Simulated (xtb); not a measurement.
CH5ClFNOSi, SMILES CO[Si](N)(F)Cl. All values are semi-empirical tight-binding results from xtb (GFN2-xTB unless named), good for trends rather than for accurate numbers. Coordinates come from a GFN2-xTB optimisation. The structure was generated by enumeration, and PubChem lists no compound with its InChIKey, so it may never have been made. Other conformers were not sampled.

| Item | Value |
|---|---|
| orbital gap | 7.76 eV |
| dipole moment | 3.46 D |
| zero-point energy | 44.8 kcal/mol |
| G − E(el) at 298.15 K (modified RRHO) | 23.3 kcal/mol |
| static polarisability (D4 model) | 76.3 bohr³ |
| solvation energy, GFN2-xTB/ALPB(water) | -5.0 kcal/mol |
| solvation energy, GFN2-xTB/ALPB(acetonitrile) | -6.4 kcal/mol |
